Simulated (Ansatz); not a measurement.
System: C2H3F3Si (charge 0, singlet). SMILES: C=C[Si](F)(F)F
Geometry from a B3LYP-D3(BJ)/def2-TZVP (Ansatz, a first-principles code) optimisation:
```
C
C 1 1.3320
H 2 1.0838 1 121.92
H 2 1.0842 3 116.21 1 180.00
H 1 1.0864 2 118.88 3 180.00
Si 1 1.8270 5 118.59 2 180.00
F 6 1.5835 1 112.07 5 -59.72
F 6 1.5835 7 106.32 1 -122.76
F 6 1.5836 7 107.69 8 -115.20
```
Charge 0, spin multiplicity 1.

Wanted: atomisation energy (electronic, to ground-state atoms), in kcal/mol. Correlated levels leave the core frozen unless marked. UHF or UKS for open shells. No spin-orbit coupling. No relativistic terms. The coupled-cluster limit lacks core correlation, which all-electron functionals hold. Basis-set limits of correlation are two-point, X^-3; Hartree-Fock from the larger set.

| level | program | atomisation energy (kcal/mol) |
|---|---|---|
| revPBE-D3(BJ)/def2-TZVPD | Ansatz + dftd3 | 943.2 |
| B2GP-PLYP/def2-TZVPD | Ansatz | 948.9 |
| PBE-QIDH/def2-TZVPD | Ansatz | 951.0 |
| RPA@PBE/cc-pV(Q+d)Z | Ansatz | 895.6 |
| RI-MP2/aug-cc-pV(T+d)Z | Ansatz | 974.4 |
| SCS-MP2/STO-3G | Ansatz | 790.3 |
| SCS-MP2/aug-cc-pV(T+d)Z | Ansatz | 959.1 |

**Question.** What does CCSD(T)/CBS(aug-cc-pV(T+d)Z,aug-cc-pV(Q+d)Z) (Ansatz) give?

**Answer.** 966.0 kcal/mol
